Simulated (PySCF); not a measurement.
Simulated absorption spectrum

C₂H₆F₃NSi.
InChI=1S/C2H6F3NSi/c1-6-7-2(3,4)5/h6H,7H2,1H3

Theory: TDDFT wB97X-D/def2-SVPD, vertical, gas phase, core orbitals frozen in the response in PySCF. Isolated species at its GFN2-xTB geometry (one conformer only). Torsions of this conformer, `[CH3:1][NH:2][SiH2:3][C:4]([F:5])([F:6])[F:7]`: C1–N2–Si3–C4 43°, N2–Si3–C4–F5 166°.

Computed states:

| state | E (eV) | f |
| --- | --- | --- |
| S1 | 6.15 | 0.012 |
| S2 | 6.75 | 0.010 |
| S3 | 7.62 | 0.013 |
| S4 | 7.98 | 0.022 |
| S5 | 8.12 | 0.011 |
| S6 | 8.34 | 0.046 |
| S7 | 8.69 | 0.027 |
| S8 | 9.04 | 0.020 |

Broadening: Gaussians 0.4 eV wide at half height, area fixed by f = 4.319×10⁻⁹ ∫ε dν̃. The width is an assumption, not a result. The curve ends short of the highest state used, and states not computed would add to its high-energy end.

(1) What does the envelope look like, and where are its maxima?

(2) Coming from long wavelengths, where does ε first pass 100 L mol⁻¹ cm⁻¹?

(3) On this curve, what absorbance would a 10⁻⁴ mol/L sample give at 193 nm over a 1 cm path?

## Answers

(1) 
λ (nm), ε (L mol⁻¹ cm⁻¹) and a bar:
```
    146.9       3381 ##########################
    149.5       3855 ##############################
    152.2       3331 ##########################
    154.8       2593 ####################
    157.4       1840 ##############
    160.1       1309 ##########
    162.7       1054 ########
    165.3        715 ######
    168.0        324 ###
    170.6        107 #
    173.3         61 
    175.9        151 #
    178.5        356 ###
    181.2        596 #####
    183.8        692 #####
    186.4        593 #####
    189.1        407 ###
    191.7        315 ##
    194.4        394 ###
    197.0        587 #####
    199.6        764 ######
    202.3        804 ######
    204.9        682 #####
    207.5        475 ####
    210.2        269 ##
    212.8        131 #
    215.5         52 
    218.1         19 
    220.7          6 
    223.4          2
```

Maxima: 202 nm (6.15 eV), ε about 810, made up of S1 (100%); 184 nm (6.75 eV), ε about 690, made up of S2 (100%); 149 nm (8.30 eV), ε about 3900, made up of S5 (11%) and S6 (79%) (ε in L mol⁻¹ cm⁻¹; maxima over ε = 5, shares over 10%).

(2) At about 214 nm (5.80 eV), 0.35 eV below S1.

(3) 193 nm is 6.424 eV, where ε is about 330 L mol⁻¹ cm⁻¹, so A = ε c l ≈ 0.033 (Beer–Lambert, with the gas-phase spectrum and the assumed width).

The run took 75 s (with the writing of density and orbital grids) on one thread of an Arm Neoverse N1, no GPU (shared host), and the process peaked at 0.84 GiB of memory.
